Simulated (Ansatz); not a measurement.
Relaxation of BF2H4N (8 atoms, charge 0, multiplicity 1), to a largest force component of 0.03 eV/Å in at most 50 steps.

All numbers below come from RKS B3LYP/6-31G* (Ansatz).

```xyz
8
Properties=species:S:1:pos:R:3:forces:R:3
B 0.102 0.527 -0.233 0.07 1.91 0.65
F -0.296 -0.414 2.076 -0.07 -0.46 0.13
F 1.248 -0.130 -0.392 0.00 0.01 0.00
H -0.928 0.077 -0.626 0.02 0.00 0.01
N 0.148 1.887 0.359 -0.08 -1.99 -0.63
H 1.032 2.370 0.471 -0.02 -0.02 0.00
H -0.645 2.507 0.268 0.00 0.00 0.00
H -0.202 0.514 2.109 0.08 0.54 -0.16
```

Q: Where does it end, and by what steps?

A: It converged. After 7 steps the energy has fallen by 0.154 eV; F2 moved furthest, 0.37 Å.

| step | energy less start (eV) | largest force component (eV/Å) | accepted |
| --- | --- | --- | --- |
| 0 | 0.0000 | 1.993 | yes |
| 1 | -0.0957 | 1.267 | yes |
| 2 | -0.1248 | 0.995 | yes |
| 3 | -0.1452 | 0.382 | yes |
| 4 | -0.1371 | 0.495 | no |
| 5 | -0.1540 | 0.086 | yes |
| 6 | -0.1544 | 0.030 | yes |
| 7 | -0.1545 | 0.017 | yes |

```xyz
8
Properties=species:S:1:pos:R:3
B 0.120 0.545 -0.346
F -0.323 -0.191 2.370
F 1.273 -0.089 -0.558
H -0.898 0.101 -0.776
N 0.133 1.751 0.401
H 1.004 2.226 0.612
H -0.672 2.364 0.409
H -0.177 0.631 1.921
```

Whether the end is a true minimum wasn't checked by a vibrational analysis.

The run took 17 s on 1 thread of Arm Neoverse V2, on a shared host, peak memory 0.13 GiB.
